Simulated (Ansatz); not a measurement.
CH₅ClSn⁺, that is SnH2MeCl with one electron fewer. Charge 1, multiplicity 2. Geometry r2SCAN-D4/def2-TZVP, that of the neutral singlet; atoms count from 1.

```xyz
8

Sn   -0.244    0.762    0.529
H    -0.283    2.267   -0.274
H     0.469    0.880    2.075
C     0.539   -0.824   -0.660
H     1.576   -0.615   -0.927
H    -0.057   -0.919   -1.566
H     0.491   -1.755   -0.096
Cl   -2.491    0.204    0.919
```

In the def2 sets Sn takes a core potential; there is no spin–orbit coupling.

Problem. Estimate the Mulliken populations from the PBE0/def2-TZVP orbitals of Ansatz.

Solution. 
```json
{"atom": "Sn1", "charge (e)": "0.65", "spin (α − β)": "0.01"}
{"atom": "H2", "charge (e)": "0.09", "spin (α − β)": "0.06"}
{"atom": "H3", "charge (e)": "0.09", "spin (α − β)": "0.06"}
{"atom": "C4", "charge (e)": "-0.49", "spin (α − β)": "0.39"}
{"atom": "H5", "charge (e)": "0.22", "spin (α − β)": "0.00"}
{"atom": "H6", "charge (e)": "0.22", "spin (α − β)": "0.00"}
{"atom": "H7", "charge (e)": "0.22", "spin (α − β)": "0.00"}
{"atom": "Cl8", "charge (e)": "-0.01", "spin (α − β)": "0.48"}
```
Mulliken values and Mayer orders depend strongly on the basis.

Problem. Where does the spin sit?

Solution. Summed by element: Sn 0.01, H 0.12, C 0.39, Cl 0.48, of 1 unpaired in all. Largest on single atoms: Cl8 0.48, C4 0.39, H2 0.06.

Problem. And the Mayer bond orders between bonded heavy atoms (over 0.3)?

Solution. Sn1–C4 0.72 (2.13 Å); Sn1–Cl8 1.00 (2.35 Å).
